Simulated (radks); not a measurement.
Results of a calculation; reference values are marked as such.
Species: Lu44+. Configuration: [Ar] 3d9 (the NIST ground configuration). Level of theory: Dirac Kohn-Sham, PBE, spin-unpolarised, spherical densities, point nucleus; open shells are shared between the two j in proportion to 2j + 1 (a radial shooting solver on a logarithmic mesh with Libxc functionals). Some entries of the table are withheld. Estimate them.

orbital,occ.,eigenvalue (eV),<r^2> (bohr^2)
1s1/2,2,-65429.25,0.0005118
2s1/2,2,-12957.28,(1)
2p1/2,2,-12479.57,0.005603
2p3/2,4,-11354.95,0.006796
3s1/2,2,-4503.304,0.04896
3p1/2,2,-4298.465,(2)
3p3/2,4,-4043.799,(3)
3d3/2,3.6,-3708.821,0.03877
3d5/2,5.4,-3651.878,0.04034

Answer. 
(1) 2s1/2 <r^2> (bohr^2): 0.007812
(2) 3p1/2 <r^2> (bohr^2): 0.04477
(3) 3p3/2 <r^2> (bohr^2): 0.05060
